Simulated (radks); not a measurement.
Task: Tc2+, configuration [Kr] 4d5. Method: scalar-relativistic Kohn-Sham, LDA (Slater exchange, Perdew-Wang correlation), spin-unpolarised, spherical densities, finite nucleus; Fermi nuclear charge, rms radius 4.4112 fm; hard spherical wall at 1.5 bohr; computed with a radial shooting solver on a logarithmic mesh with Libxc functionals. Some entries of the table are withheld. Estimate them.

| orbital | occ. | eigenvalue (Ry) | <r> (bohr) |
|---|---|---|---|
| 1s | 2 | (1) | 0.03432 |
| 2s | 2 | (2) | (3) |
| 2p | 6 | -187.7598 | 0.1306 |
| 3s | 2 | -31.60380 | 0.4224 |
| 3p | 6 | -24.12733 | 0.4253 |
| 3d | 10 | -11.88146 | 0.4137 |
| 4s | 2 | 0.37342 | 0.8762 |
| 4p | 6 | (4) | 0.8844 |
| 4d | 5 | 7.48887 | 0.8810 |
| 4f | 0 | 11.39794 | 0.9048 |
| 5s | 0 | 23.81818 | 0.8884 |
| 5p | 0 | 26.21456 | (5) |

Result: 
(1) 1s eigenvalue (Ry): -1523.212
(2) 2s eigenvalue (Ry): -210.6654
(3) 2s <r> (bohr): 0.1499
(4) 4p eigenvalue (Ry): 3.07422
(5) 5p <r> (bohr): 0.8717
